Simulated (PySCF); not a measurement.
Electron correlation in Nb (niobium, neutral)

[Kr] 4d3 5s1 5p1, one real determinant (an excited configuration). Computed with PySCF 2.14 in def2-TZVPPD with the def2 core potential (28 electrons), with scalar relativity through the core potential. Frozen: 4s2 4p6; 5 electrons correlated.

```csv
level,correlation energy (mhartree)
CCSD,-40.20
(T),-1.09
CCSD(T),-41.29
```

Diagnostics: T1 = 0.0097, D1 = 0.0260, largest double amplitude 0.077.

The real determinant used has ⟨L²⟩ near 14 against 20 for a pure G term, so it mixes terms.

Cost of the coupled-cluster step: about 1 core-seconds, for 5 correlated electrons.

Iterations:

```
CC2 = 0
CCSD nocc = (np.int64(5), np.int64(0)), nmo = (52, 52)
frozen orbitals [[0, 1, 2, 3], [0, 1, 2, 3]]
max_cycle = 100
direct = 0
conv_tol = 1e-08
conv_tol_normt = 1e-06
diis_space = 8
diis_start_cycle = 0
Init t2, MP2 energy = -0.0318747018687563
Init E_corr(UCCSD) = -0.0318747018754461
cycle = 1  E_corr(UCCSD) = -0.0374905468988319  dE = -0.00561584502  norm(t1,t2) = 0.0326945
cycle = 2  E_corr(UCCSD) = -0.0387941630185936  dE = -0.00130361612  norm(t1,t2) = 0.0152839
cycle = 3  E_corr(UCCSD) = -0.0396071900813215  dE = -0.000813027063  norm(t1,t2) = 0.010279
cycle = 4  E_corr(UCCSD) = -0.0396645341448964  dE = -5.73440636e-05  norm(t1,t2) = 0.00721251
cycle = 5  E_corr(UCCSD) = -0.040037800542444  dE = -0.000373266398  norm(t1,t2) = 0.00536688
cycle = 6  E_corr(UCCSD) = -0.0400830786360297  dE = -4.52780936e-05  norm(t1,t2) = 0.00281281
cycle = 7  E_corr(UCCSD) = -0.0401539203255598  dE = -7.08416895e-05  norm(t1,t2) = 0.00207069
cycle = 8  E_corr(UCCSD) = -0.0401386044444038  dE = 1.53158812e-05  norm(t1,t2) = 0.00146564
cycle = 9  E_corr(UCCSD) = -0.0402071465167847  dE = -6.85420724e-05  norm(t1,t2) = 0.000937844
cycle = 10  E_corr(UCCSD) = -0.0401943745692138  dE = 1.27719476e-05  norm(t1,t2) = 0.000442068
cycle = 11  E_corr(UCCSD) = -0.0401959879432561  dE = -1.61337404e-06  norm(t1,t2) = 0.0001651
cycle = 12  E_corr(UCCSD) = -0.0401972695481068  dE = -1.28160485e-06  norm(t1,t2) = 0.000105612
cycle = 13  E_corr(UCCSD) = -0.0401972476457936  dE = 2.19023133e-08  norm(t1,t2) = 7.08156e-05
cycle = 14  E_corr(UCCSD) = -0.0401972217160364  dE = 2.59297571e-08  norm(t1,t2) = 4.565e-05
cycle = 15  E_corr(UCCSD) = -0.0401971829628363  dE = 3.87532001e-08  norm(t1,t2) = 1.67879e-05
cycle = 16  E_corr(UCCSD) = -0.0401971317581313  dE = 5.1204705e-08  norm(t1,t2) = 9.9777e-06
cycle = 17  E_corr(UCCSD) = -0.0401970937130816  dE = 3.80450497e-08  norm(t1,t2) = 1.66879e-06
cycle = 18  E_corr(UCCSD) = -0.0401971020981761  dE = -8.38509454e-09  norm(t1,t2) = 7.33195e-07
UCCSD converged
E(UCCSD) = -56.3135096180241  E_corr = -0.04019710209817613
UCCSD(T) correction = -0.00109033165078178
```

The reference is one real determinant that mixes LS terms of this configuration.
